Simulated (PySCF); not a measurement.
These 3 structures share the formula C3H7NOSi. Method used: PBE0-D3(BJ)/def2-SVP geometry optimisation, gas phase in PySCF 2.14.0. One conformer each; no zero-point energy, no entropy. No frequencies were run at this level. Point groups hold within 0.08 Å.

**Question.** Order them by energy at this level, lowest first, and give relative energies in kcal/mol.
A. `C[SiH](N=C=O)C` (SiHMe2(NCO))
B. `[CH3:1][O:2][Si@H:3]([CH3:4])[C:5]#[N:6]` with C1–O2–Si3–C4 174°
C. `[CH2:1]=[CH:2][SiH2:3][C:4]([NH2:5])=[O:6]` with C1–C2–Si3–C4 -102°, C2–Si3–C4–N5 13°, Si3–C4–N5–H 0° and 178°

**Answer.** A (0.0), B (29.2), C (53.7).

| SMILES | E (Eh) | E rel (kcal/mol) | dipole (D) | point group | A, B, C (MHz) |
| --- | --- | --- | --- | --- | --- |
| [H][Si](C)(C)N=C=O | -537.39744 | 0.0 | 2.91 | Cs | 5223, 1492, 1257 |
| CO[Si@H](C)C#N | -537.35091 | 29.2 | 3.13 | C1 | 3076, 2516, 1512 |
| C=C[SiH2]C(N)=O | -537.31188 | 53.7 | 4.22 | C1 | 5600, 1692, 1387 |
